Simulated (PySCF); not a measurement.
C3H4ClF.

```xyz
9

C      0.2670    -2.3992     0.0000
C      0.7049    -0.9662     0.0000
C     -0.1344     0.0695     0.0000
F     -1.4597    -0.0698     0.0000
Cl     0.3445     1.7344     0.0000
H      0.6564    -2.9294     0.8858
H     -0.8279    -2.4876     0.0000
H      0.6564    -2.9294    -0.8858
H      1.7718    -0.7346     0.0000
```

Geometry: B3LYP-D3(BJ)/def2-SVP.

The numbers are results of PBE/pcSseg-1 (PySCF), not measurements. Non-relativistic, no solvent.

### Question
Give the absolute GIAO shielding of each atom: isotropic value and principal components (ppm). (The exact figures need the calculation; the answer reports its results.)

### Answer

```
atom  σ(iso)    σ11    σ22     σ33   span
----  ------  -----  -----  ------  -----
C1     166.0  148.5  169.9   179.6   31.1
C2      74.5  -10.8   97.6   136.6  147.5
C3      20.7  -60.2   35.6    86.6  146.9
F4     227.3  160.5  246.4   274.9  114.4
Cl5    640.2  425.6  486.8  1008.2  582.6
H6      29.5   25.2   27.2    36.2   10.9
H7      29.1   24.9   29.5    32.9    8.0
H8      29.5   25.2   27.2    36.2   10.9
H9      26.5   23.0   26.1    30.4    7.4
```
